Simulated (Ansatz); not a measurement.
ClH$_{6}$NSi$_{2}$Zn, SMILES `[SiH3][N]([SiH3])[Zn][Cl]`. The species carries charge 0 and has multiplicity 1. Geometry: relaxed with PBE0-D4/def2-TZVP. It is one conformer, not always the lowest.

```xyz
11

Si    0.068    0.457   -1.577
N    -0.154   -0.114    0.037
Si    0.912    0.253    1.343
Zn   -1.605   -1.163    0.383
Cl   -3.264   -2.362    0.780
H    -1.029   -0.095   -2.422
H     1.373    0.017   -2.142
H     0.019    1.943   -1.652
H     0.413   -0.443    2.563
H     2.301   -0.207    1.066
H     0.966    1.715    1.622
```

**Question.** What is the dipole moment at ωB97M-V/def2-TZVPP? (An estimate is asked.)

**Answer.** Ansatz gave: 0.89 D, with components (0.71, 0.51, -0.17) D in this frame, pointing from negative to positive charge.

**Question.** And with PBE, r2SCAN, B3LYP? (Best estimate.)

**Answer.** The calculation gave: PBE 0.86 D, r2SCAN 0.92 D, B3LYP 0.92 D.

**Question.** Give the Mulliken charges with ωB97M-V, B3LYP, r2SCAN in def2-TZVPP. (An estimate is asked.)

**Answer.** Ansatz gave: 
| atom | ωB97M-V | B3LYP | r2SCAN |
| --- | --- | --- | --- |
| Si1 | 0.22 | 0.32 | 0.36 |
| N2 | -0.40 | -0.31 | -0.40 |
| Si3 | 0.22 | 0.32 | 0.36 |
| Zn4 | 0.44 | 0.40 | 0.44 |
| Cl5 | -0.28 | -0.30 | -0.30 |
| H6 | -0.04 | -0.08 | -0.08 |
| H7 | -0.03 | -0.07 | -0.08 |
| H8 | -0.03 | -0.07 | -0.08 |
| H9 | -0.04 | -0.08 | -0.08 |
| H10 | -0.03 | -0.07 | -0.08 |
| H11 | -0.03 | -0.07 | -0.08 |

B3LYP here is the variant with VWN-RPA as its local correlation; programs differ in this.
